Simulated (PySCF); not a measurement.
## Proton affinities (298 K, kJ/mol) at the best site tried

Level of theory: ωB97X-D3(BJ)/def2-TZVP single points in PySCF, grid level 2; every species was optimised with PBE0-D3(BJ)/def2-SVP. ωB97X-D3(BJ) is ωB97X-V with D3(BJ) in place of VV10. Enthalpies at 298.15 K use unscaled PBE0-D3(BJ)/def2-SVP harmonic frequencies.

```jsonl
{"molecule": "hydrogen cyanide, C#N (CHN)", "value": "718", "site or products": "C#[NH+]"}
{"molecule": "phosphine, P (PH3)", "value": "798", "site or products": "[PH4]+"}
{"molecule": "C[Si@@H](F)P (CH6FPSi)", "value": "851", "site or products": "C[SiH](F)[PH3+]"}
{"molecule": "ethyl methyl sulfide, CCSC (C3H8S)", "value": "857", "site or products": "CC[SH+]C"}
{"molecule": "CN(C)CC(F)(F)F (C4H8F3N)", "value": "913", "site or products": "C[NH+](C)CC(F)(F)F"}
{"molecule": "triethylphosphine, CCP(CC)CC (C6H15P)", "value": "1001", "site or products": "CC[PH+](CC)CC"}
```

Gas phase, one low conformer a species, no spin-orbit coupling; the best conformer of a species may have been missed, which can turn small differences round.

Notes. `C[Si@@H](F)P` (CH6FPSi): protonation of a hydridic H, with loss of H₂, was not considered.
